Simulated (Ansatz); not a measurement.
Ansatz results at the PBE0-D4/def2-TZVP geometry: HOMO energy (ωB97M-V/def2-TZVPP) -8.98 eV; HOMO–LUMO gap (PBE/def2-TZVPP) 4.14 eV; HOMO–LUMO gap (ωB97M-V/def2-TZVPP) 10.16 eV.

Q: Which molecule gave them?
A. `NC(F)OCF`
B. `F[SiH]1[S][SnH2]1`
C. `[SiH3][CH]1[S][GeH2]1`
D. `[CH3][Al]([I])[CH2]O`

A: C. The others give `NC(F)OCF`: -10.65, 7.00, 13.26; `F[SiH]1[S][SnH2]1`: -8.99, 3.88, 9.11; `[CH3][Al]([I])[CH2]O`: -9.20, 3.73, 9.66.
